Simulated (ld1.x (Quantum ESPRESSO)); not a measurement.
## Pseudopotential generation for Zr (Z = 40): RRKJ, LDA (PZ), fully relativistic.

The input file (ld1.x (Quantum ESPRESSO) 7.5):

```
&input
   title='Zr', zed=40., rel=2, dft='PZ', iswitch=3,
   config='[Kr] 4d2 5s0 5p0', rel_dist='average',
   nld=5, rlderiv=2.30, eminld=-7.0, emaxld=5.0, deld=0.02
 /
 &inputp
   pseudotype=2, tm=.false., rho0=0.005, lloc=-1, rcloc=1.50,
   nlcc=.true.,
   file_pseudopw='Zr.UPF', file_wfcaegen='ae.wfc', file_wfcncgen='nc.wfc', file_beta='beta', file_chi='chi'
 /
3
4S  1  0   2.00   0.00  1.40  1.40  0.0
4P  2  1   6.00   0.00  1.45  1.45  0.0
4D  3  2   2.00   0.00  2.10  2.10  0.0
 &test
   configts(1)='4s2 4p6 4d2 5s0 5p0'
 /
```

Command:

```bash
ld1.x < Zr.in > Zr.out
```

The program printed (shortened: banner, matrices, multipoles, cross overlaps and the repeated all-electron block are left out):

```
Program LD1 v.7.5
     --------------------------- All-electron run ----------------------------

     Zr
     dirac relativistic calculation

     atomic number is 40.00
     dft =PZ   lsd =0 sic =0 latt =0  beta=0.20 tr2=1.0E-14
     Exchange-correlation= PZ
                           (   1   1   0   0   0   0   0)
     mesh =1225 r(mesh) = 100.59681 a.u. xmin = -7.00 dx = 0.01250
     1 Ry =  13.60569312 eV, c = 137.03599908

     n l j   nl                  e(Ry)          e(Ha)          e(eV)
     Spin orbit split results
     1 0 0.5 1S 1( 2.00)     -1308.7239      -654.3620    -17806.0961
     2 0 0.5 2S 1( 2.00)      -182.2737       -91.1369     -2479.9602
     2 1 0.5 2P 1( 2.00)      -167.0712       -83.5356     -2273.1193
     2 1 1.5 2P 1( 4.00)      -160.7717       -80.3858     -2187.4102
     3 0 0.5 3S 1( 2.00)       -30.7296       -15.3648      -418.0979
     3 1 0.5 3P 1( 2.00)       -25.0672       -12.5336      -341.0562
     3 1 1.5 3P 1( 4.00)       -24.0627       -12.0313      -327.3893
     4 0 0.5 4S 1( 2.00)        -5.0771        -2.5386       -69.0781
     4 1 0.5 4P 1( 2.00)        -3.5482        -1.7741       -48.2763
     4 1 1.5 4P 1( 4.00)        -3.4149        -1.7075       -46.4624
     3 2 1.5 3D 1( 4.00)       -14.0382        -7.0191      -191.0001
     3 2 2.5 3D 1( 6.00)       -13.8546        -6.9273      -188.5010
     4 2 1.5 4D 1( 0.80)        -1.2940        -0.6470       -17.6056
     4 2 2.5 4D 1( 1.20)        -1.2825        -0.6412       -17.4490
     5 0 0.5 5S 1( 0.00)        -1.1960        -0.5980       -16.2717
     5 1 0.5 5P 1( 0.00)        -0.8754        -0.4377       -11.9101
     5 1 1.5 5P 1( 0.00)        -0.8575        -0.4288       -11.6673
     Averaged results
     1 0     1S 1( 2.00)     -1308.7239      -654.3620    -17806.0961
     2 0     2S 1( 2.00)      -182.2737       -91.1369     -2479.9602
     2 1     2P 1( 6.00)      -162.8715       -81.4358     -2215.9799
     3 0     3S 1( 2.00)       -30.7296       -15.3648      -418.0979
     3 1     3P 1( 6.00)       -24.3975       -12.1988      -331.9449
     4 0     4S 1( 2.00)        -5.0771        -2.5386       -69.0781
     4 1     4P 1( 6.00)        -3.4594        -1.7297       -47.0671
     3 2     3D 1(10.00)       -13.9280        -6.9640      -189.5006
     4 2     4D 1( 2.00)        -1.2871        -0.6435       -17.5117
     5 0     5S 1( 0.00)        -1.1960        -0.5980       -16.2717
     5 1     5P 1( 0.00)        -0.8635        -0.4317       -11.7483

     final scf error:  5.7E-15 reached in  30 iterations

     Etot =   -7188.527840 Ry,   -3594.263920 Ha,  -97804.903791 eV

     Ekin =    7426.623847 Ry,    3713.311923 Ha,  101044.364999 eV
     Encl =  -17315.813420 Ry,   -8657.906710 Ha, -235593.643567 eV
     Eh   =    2920.145489 Ry,    1460.072745 Ha,   39730.603404 eV
     Exc  =    -219.483756 Ry,    -109.741878 Ha,   -2986.228627 eV

     normalization and overlap integrals

     s(1S/1S) =  1.000000  <r> =   0.0371  <r2> =    0.0019  r(max) =   0.0241
     s(2S/2S) =  1.000000  <r> =   0.1625  <r2> =    0.0312  r(max) =   0.1368
     s(2P/2P) =  1.000000  <r> =   0.1387  <r2> =    0.0236  r(max) =   0.1066
     s(2P/2P) =  1.000000  <r> =   0.1431  <r2> =    0.0250  r(max) =   0.1107
     s(3S/3S) =  1.000000  <r> =   0.4592  <r2> =    0.2420  r(max) =   0.4111
     s(3P/3P) =  1.000000  <r> =   0.4555  <r2> =    0.2422  r(max) =   0.3960
     s(3P/3P) =  1.000000  <r> =   0.4661  <r2> =    0.2533  r(max) =   0.4060
     s(4S/4S) =  1.000000  <r> =   1.2107  <r2> =    1.6637  r(max) =   1.0764
     s(4P/4P) =  1.000000  <r> =   1.3423  <r2> =    2.0673  r(max) =   1.1602
     s(4P/4P) =  1.000000  <r> =   1.3733  <r2> =    2.1636  r(max) =   1.1896
     s(3D/3D) =  1.000000  <r> =   0.4507  <r2> =    0.2459  r(max) =   0.3451
     s(3D/3D) =  1.000000  <r> =   0.4543  <r2> =    0.2497  r(max) =   0.3495
     s(4D/4D) =  1.000000  <r> =   2.0000  <r2> =    4.7577  r(max) =   1.5662
     s(4D/4D) =  1.000000  <r> =   2.0153  <r2> =    4.8296  r(max) =   1.5859
     s(5S/5S) =  1.000000  <r> =   3.1457  <r2> =   11.0991  r(max) =   2.8183
     s(5P/5P) =  1.000000  <r> =   3.7106  <r2> =   15.4873  r(max) =   3.3155
     s(5P/5P) =  1.000000  <r> =   3.7749  <r2> =   16.0245  r(max) =   3.3995

     ------------------------ End of All-electron run ------------------------

     --------------------- Generating NC pseudopotential ---------------------

      Generating local potential from pseudized AE potential:
      Matching radius rcloc =   1.5000

      Local pseudo, rcloc= 1.509 Estimated cut-off energy=    10.47 Ry

      Computing core charge for nlcc:

       r > 0.80 : true rho core
       r < 0.80 : rho core = a sin(br)/r    a=  20.71  b=   3.40

      Integrated core pseudo-charge :   6.20

     Fully relativistic calculation: |psi|^2

     Wfc 4S LC norm =  0.99976147 SC norm =  0.00023818 missing  0.00000034

     Wfc 4P LC norm =  0.99980424 SC norm =  0.00019546 missing  0.00000030

     Wfc 4P LC norm =  0.99981183 SC norm =  0.00018692 missing  0.00000125

     Wfc 4D LC norm =  0.99990741 SC norm =  0.00009250 missing  0.00000009

     Wfc 4D LC norm =  0.99990873 SC norm =  0.00008418 missing  0.00000709

      Wfc   4S  rcut= 1.400  Estimated cut-off energy=       25.28 Ry
      Using 4 Bessel functions for this wfc, rho(0) = 0.005
      This function has    0 nodes for 0 < r <    1.400

      Wfc   4P  rcut= 1.435  Estimated cut-off energy=       86.16 Ry
      This function has    0 nodes for 0 < r <    1.435

      Wfc   4P  rcut= 1.435  Estimated cut-off energy=       85.97 Ry
      This function has    0 nodes for 0 < r <    1.435

      Wfc   4D  rcut= 2.088  Estimated cut-off energy=       53.39 Ry
      This function has    0 nodes for 0 < r <    2.088

      Wfc   4D  rcut= 2.088  Estimated cut-off energy=       53.37 Ry
      This function has    0 nodes for 0 < r <    2.088

     ------------------- End of pseudopotential generation -------------------

     Computing logarithmic derivative in   2.29307
     Computing logarithmic derivative in   2.29307
     Computing the partial wave expansion
     R is outside the sphere for l=    0 j= 0.50
     R is outside the sphere for l=    1 j= 0.50
     R is outside the sphere for l=    1 j= 1.50
     R is outside the sphere for l=    2 j= 1.50
     R is outside the sphere for l=    2 j= 2.50

     ---------------------- Testing the pseudopotential ----------------------

     Zr
     dirac relativistic calculation

     atomic number is 40.00   valence charge is 12.00
     dft =PZ   lsd =0 sic =0 latt =0  beta=0.20 tr2=1.0E-14
     mesh =1225 r(mesh) = 100.59681 xmin = -7.00 dx = 0.01250

     n l  j  nl             e AE (Ry)       e PS (Ry)    De AE-PS (Ry)
     1 0 0.5 4S   1( 2.00)       -5.07714       -5.07715        0.00001
     2 1 0.5 4P   1( 2.00)       -3.54824       -3.54825        0.00000
     2 1 1.5 4P   1( 4.00)       -3.41493       -3.41494        0.00002
     3 2 1.5 4D   1( 0.80)       -1.29399       -1.29398       -0.00000
     3 2 2.5 4D   1( 1.20)       -1.28248       -1.28248        0.00000
     2 0 0.5 5S   1( 0.00)       -1.19595       -1.20096        0.00501  !
     3 1 0.5 5P   1( 0.00)       -0.87538       -0.87660        0.00122
     3 1 1.5 5P   1( 0.00)       -0.85753       -0.85890        0.00137

     eps = 2.9E-16  iter =  9

     Etot =   -7188.527840 Ry,   -3594.263920 Ha,  -97804.903791 eV
     Etotps =  -105.338528 Ry,     -52.669264 Ha,   -1433.203687 eV

     Ekin =      28.869775 Ry,      14.434887 Ha,     392.793295 eV
     Encl =    -179.155525 Ry,     -89.577763 Ha,   -2437.535095 eV
     Ehrt =      61.772694 Ry,      30.886347 Ha,     840.460313 eV
     Ecxc =     -25.119966 Ry,     -12.559983 Ha,    -341.774546 eV
     (Ecc =     -12.744945 Ry,      -6.372473 Ha,    -173.403812 eV)
     Epseu=       8.294494 Ry,       4.147247 Ha,     112.852345 eV

     ---------------------- End of pseudopotential test ----------------------
```

Generation and configuration tests took about 2.2 s on one core of a shared server CPU.

Transferability test of the new file with ld1.x, input:

```
&input
   title='Zr', zed=40., rel=2, dft='PZ', iswitch=2,
   config='[Kr] 4d2 5s0 5p0', rel_dist='average'
 /
 &test
   file_pseudo='Zr.UPF', nconf=8,
   configts(1)='4s2 4p6 4d2 5s0 5p0',
   configts(2)='4s2 4p6 4d2 5s2 5p0',
   configts(3)='4s2 4p6 4d2 5s1 5p0',
   configts(4)='4s2 4p6 4d1 5s0 5p0',
   configts(5)='4s2 4p6 4d2 5s0 5p1',
   configts(6)='4s2 4p6 4d1 5s2 5p1',
   configts(7)='4s1 4p6 4d2 5s2 5p0',
   configts(8)='4s2 4p6 4d2 5s1 5p1'
 /
```

```bash
ld1.x < Zr.test.in > Zr.test.out
```

Pseudopotential blocks of its output, shortened (energy terms left out):

```
     ---------------------- Testing the pseudopotential ----------------------

     n l  j  nl             e AE (Ry)       e PS (Ry)    De AE-PS (Ry)
     1 0 0.5 4S   1( 2.00)       -5.07714       -5.07715        0.00001
     2 1 0.5 4P   1( 2.00)       -3.54824       -3.54825        0.00000
     2 1 1.5 4P   1( 4.00)       -3.41493       -3.41494        0.00002
     3 2 1.5 4D   1( 0.80)       -1.29399       -1.29398       -0.00000
     3 2 2.5 4D   1( 1.20)       -1.28248       -1.28248        0.00000
     2 0 0.5 5S   1( 0.00)       -1.19595       -1.20096        0.00501  !
     3 1 0.5 5P   1( 0.00)       -0.87538       -0.87660        0.00122
     3 1 1.5 5P   1( 0.00)       -0.85753       -0.85890        0.00137

     eps = 8.5E-15  iter = 25

     Etot =   -7188.527840 Ry,   -3594.263920 Ha,  -97804.903791 eV
     Etotps =  -105.338526 Ry,     -52.669263 Ha,   -1433.203655 eV

     ---------------------- End of pseudopotential test ----------------------

          ---------------------- Testing the pseudopotential ----------------------

     n l  j  nl             e AE (Ry)       e PS (Ry)    De AE-PS (Ry)
     1 0 0.5 4S   1( 2.00)       -4.00477       -3.99943       -0.00534  !
     2 1 0.5 4P   1( 2.00)       -2.47828       -2.47368       -0.00460
     2 1 1.5 4P   1( 4.00)       -2.34562       -2.34124       -0.00439
     3 2 1.5 4D   1( 0.80)       -0.28043       -0.27775       -0.00268
     3 2 2.5 4D   1( 1.20)       -0.27090       -0.26826       -0.00263
     2 0 0.5 5S   1( 2.00)       -0.33771       -0.33901        0.00129
     3 1 0.5 5P   1( 0.00)       -0.11926       -0.11863       -0.00063
     3 1 1.5 5P   1( 0.00)       -0.11151       -0.11095       -0.00056

     eps = 3.7E-15  iter = 22

     Etot =   -7190.041403 Ry,   -3595.020702 Ha,  -97825.496873 eV
     Etotps =  -106.857672 Ry,     -53.428836 Ha,   -1453.872693 eV
     dEtot_ae =      -1.513564 Ry
     dEtot_ps =      -1.519146 Ry,   Delta E=       0.005583 Ry

     ---------------------- End of pseudopotential test ----------------------

          ---------------------- Testing the pseudopotential ----------------------

     n l  j  nl             e AE (Ry)       e PS (Ry)    De AE-PS (Ry)
     1 0 0.5 4S   1( 2.00)       -4.50132       -4.49798       -0.00334
     2 1 0.5 4P   1( 2.00)       -2.97451       -2.97162       -0.00288
     2 1 1.5 4P   1( 4.00)       -2.84174       -2.83899       -0.00275
     3 2 1.5 4D   1( 0.80)       -0.75502       -0.75328       -0.00174
     3 2 2.5 4D   1( 1.20)       -0.74461       -0.74290       -0.00171
     2 0 0.5 5S   1( 1.00)       -0.75130       -0.75393        0.00263
     3 1 0.5 5P   1( 0.00)       -0.48184       -0.48171       -0.00014
     3 1 1.5 5P   1( 0.00)       -0.46920       -0.46916       -0.00004

     eps = 7.8E-15  iter = 21

     Etot =   -7189.501048 Ry,   -3594.750524 Ha,  -97818.144960 eV
     Etotps =  -106.315405 Ry,     -53.157703 Ha,   -1446.494779 eV
     dEtot_ae =      -0.973208 Ry
     dEtot_ps =      -0.976880 Ry,   Delta E=       0.003672 Ry

     ---------------------- End of pseudopotential test ----------------------

          ---------------------- Testing the pseudopotential ----------------------

     n l  j  nl             e AE (Ry)       e PS (Ry)    De AE-PS (Ry)
     1 0 0.5 4S   1( 2.00)       -5.99813       -5.99538       -0.00275
     2 1 0.5 4P   1( 2.00)       -4.45036       -4.44822       -0.00214
     2 1 1.5 4P   1( 4.00)       -4.31255       -4.31058       -0.00197
     3 2 1.5 4D   1( 0.40)       -2.09380       -2.09230       -0.00150
     3 2 2.5 4D   1( 0.60)       -2.07988       -2.07843       -0.00146
     2 0 0.5 5S   1( 0.00)       -1.79165       -1.79941        0.00776  !
     3 1 0.5 5P   1( 0.00)       -1.40587       -1.40806        0.00219
     3 1 1.5 5P   1( 0.00)       -1.38099       -1.38352        0.00253

     eps = 7.5E-15  iter = 14

     Etot =   -7186.850769 Ry,   -3593.425385 Ha,  -97782.086087 eV
     Etotps =  -103.662030 Ry,     -51.831015 Ha,   -1410.393770 eV
     dEtot_ae =       1.677070 Ry
     dEtot_ps =       1.676496 Ry,   Delta E=       0.000575 Ry

     ---------------------- End of pseudopotential test ----------------------

          ---------------------- Testing the pseudopotential ----------------------

     n l  j  nl             e AE (Ry)       e PS (Ry)    De AE-PS (Ry)
     1 0 0.5 4S   1( 2.00)       -4.58648       -4.58522       -0.00126
     2 1 0.5 4P   1( 2.00)       -3.05861       -3.05752       -0.00108
     2 1 1.5 4P   1( 4.00)       -2.92557       -2.92455       -0.00102
     3 2 1.5 4D   1( 0.80)       -0.82636       -0.82570       -0.00066
     3 2 2.5 4D   1( 1.20)       -0.81561       -0.81496       -0.00065
     2 0 0.5 5S   1( 0.00)       -0.80018       -0.80368        0.00350
     3 1 0.5 5P   1( 0.33)       -0.52616       -0.52661        0.00045
     3 1 1.5 5P   1( 0.67)       -0.51320       -0.51374        0.00054

     eps = 7.4E-15  iter = 21

     Etot =   -7189.221116 Ry,   -3594.610558 Ha,  -97814.336296 eV
     Etotps =  -106.032638 Ry,     -53.016319 Ha,   -1442.647528 eV
     dEtot_ae =      -0.693276 Ry
     dEtot_ps =      -0.694112 Ry,   Delta E=       0.000836 Ry

     ---------------------- End of pseudopotential test ----------------------

          ---------------------- Testing the pseudopotential ----------------------

     n l  j  nl             e AE (Ry)       e PS (Ry)    De AE-PS (Ry)
     1 0 0.5 4S   1( 2.00)       -4.29103       -4.28157       -0.00946  !
     2 1 0.5 4P   1( 2.00)       -2.75299       -2.74505       -0.00793  !
     2 1 1.5 4P   1( 4.00)       -2.61760       -2.61008       -0.00752  !
     3 2 1.5 4D   1( 0.40)       -0.48351       -0.47888       -0.00463
     3 2 2.5 4D   1( 0.60)       -0.47214       -0.46760       -0.00454
     2 0 0.5 5S   1( 2.00)       -0.44211       -0.44383        0.00172
     3 1 0.5 5P   1( 0.33)       -0.18904       -0.18835       -0.00070
     3 1 1.5 5P   1( 0.67)       -0.17864       -0.17807       -0.00057

     eps = 3.2E-15  iter = 12

     Etot =   -7189.816415 Ry,   -3594.908208 Ha,  -97822.435755 eV
     Etotps =  -106.635607 Ry,     -53.317803 Ha,   -1450.851340 eV
     dEtot_ae =      -1.288576 Ry
     dEtot_ps =      -1.297081 Ry,   Delta E=       0.008505 Ry

     ---------------------- End of pseudopotential test ----------------------

          ---------------------- Testing the pseudopotential ----------------------

     n l  j  nl             e AE (Ry)       e PS (Ry)    De AE-PS (Ry)
     1 0 0.5 4S   1( 1.00)       -4.92669       -4.92072       -0.00598  !
     2 1 0.5 4P   1( 2.00)       -3.36588       -3.35966       -0.00622  !
     2 1 1.5 4P   1( 4.00)       -3.22503       -3.21872       -0.00631  !
     3 2 1.5 4D   1( 0.80)       -1.01014       -1.00292       -0.00722  !
     3 2 2.5 4D   1( 1.20)       -0.99685       -0.98971       -0.00714  !
     2 0 0.5 5S   1( 2.00)       -0.85407       -0.85748        0.00341
     3 1 0.5 5P   1( 0.00)       -0.55140       -0.55071       -0.00068
     3 1 1.5 5P   1( 0.00)       -0.53602       -0.53552       -0.00050

     eps = 1.3E-15  iter = 14

     Etot =   -7185.590410 Ry,   -3592.795205 Ha,  -97764.938032 eV
     Etotps =  -102.412263 Ry,     -51.206131 Ha,   -1393.389817 eV
     dEtot_ae =       2.937429 Ry
     dEtot_ps =       2.926263 Ry,   Delta E=       0.011166 Ry

     ---------------------- End of pseudopotential test ----------------------

          ---------------------- Testing the pseudopotential ----------------------

     n l  j  nl             e AE (Ry)       e PS (Ry)    De AE-PS (Ry)
     1 0 0.5 4S   1( 2.00)       -4.09584       -4.09219       -0.00365
     2 1 0.5 4P   1( 2.00)       -2.56884       -2.56570       -0.00314
     2 1 1.5 4P   1( 4.00)       -2.43604       -2.43306       -0.00298
     3 2 1.5 4D   1( 0.80)       -0.35883       -0.35699       -0.00184
     3 2 2.5 4D   1( 1.20)       -0.34889       -0.34708       -0.00181
     2 0 0.5 5S   1( 1.00)       -0.39228       -0.39432        0.00204
     3 1 0.5 5P   1( 0.33)       -0.16317       -0.16294       -0.00023
     3 1 1.5 5P   1( 0.67)       -0.15461       -0.15445       -0.00016

     eps = 7.9E-15  iter = 21

     Etot =   -7189.812463 Ry,   -3594.906232 Ha,  -97822.381988 eV
     Etotps =  -106.626676 Ry,     -53.313338 Ha,   -1450.729835 eV
     dEtot_ae =      -1.284624 Ry
     dEtot_ps =      -1.288150 Ry,   Delta E=       0.003527 Ry

     ---------------------- End of pseudopotential test ----------------------
```
